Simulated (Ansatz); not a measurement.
Geometry optimisation, RKS r2SCAN-D4/def2-mTZVP (Ansatz).

Input file:

```yaml
crystal:
  periodic: [false, false, false]
  atoms:
    - { symbol: Al, position_ang: [0.049363, -0.597279, -0.509146] }
    - { symbol: H, position_ang: [0.043614, -0.021724, 2.189934] }
    - { symbol: Cl, position_ang: [1.82686, 0.400028, -0.913755] }
    - { symbol: Cl, position_ang: [-1.783684, 0.205604, -1.087102] }
    - { symbol: O, position_ang: [0.134483, -2.156263, 0.255452] }
    - { symbol: H, position_ang: [-0.670548, -2.681296, 0.341574] }
    - { symbol: H, position_ang: [0.071212, -0.67417, 1.907042] }
basis:
  gaussian: { orbitals: def2-mTZVP }
hamiltonian:
  xc: r2scan
  dispersion: d4
relax:
  f_tol: 0.03
  max_steps: 50
```

Run as:

```bash
$ ansatz run input.yaml --threads 4 --pin off --max-ram 5120MiB --backend cpu --events-out ev --progress --plain --runs-dir out
```

Where does it end, and by what steps?

The run converged. After 8 steps the energy has fallen by 0.132 eV; H2 moved furthest, 0.36 Å.

```json
{"step": "0", "energy less start (eV)": "0.0000", "largest force component (eV/Å)": "1.406", "accepted": "yes"}
{"step": "1", "energy less start (eV)": "-0.0820", "largest force component (eV/Å)": "1.000", "accepted": "yes"}
{"step": "2", "energy less start (eV)": "-0.0965", "largest force component (eV/Å)": "0.863", "accepted": "yes"}
{"step": "3", "energy less start (eV)": "-0.1079", "largest force component (eV/Å)": "0.702", "accepted": "yes"}
{"step": "4", "energy less start (eV)": "-0.1148", "largest force component (eV/Å)": "0.550", "accepted": "yes"}
{"step": "5", "energy less start (eV)": "-0.1223", "largest force component (eV/Å)": "0.394", "accepted": "yes"}
{"step": "6", "energy less start (eV)": "-0.1313", "largest force component (eV/Å)": "0.040", "accepted": "yes"}
{"step": "7", "energy less start (eV)": "-0.1314", "largest force component (eV/Å)": "0.038", "accepted": "yes"}
{"step": "8", "energy less start (eV)": "-0.1319", "largest force component (eV/Å)": "0.015", "accepted": "yes"}
```

```xyz
7
Properties=species:S:1:pos:R:3
Al 0.051 -0.698 -0.432
H -0.036 0.264 1.990
Cl 1.837 0.313 -0.779
Cl -1.773 0.251 -0.806
O 0.136 -2.325 -0.001
H -0.649 -2.874 0.095
H 0.106 -0.457 2.117
```

Whether the end is a true minimum wasn't checked by a vibrational analysis.

The run took 14 s on 4 threads of Intel(R) Xeon(R) Platinum 8259CL CPU @ 2.50GHz (Skylake/Cascade Lake) (shared host), peak memory 0.18 GiB.
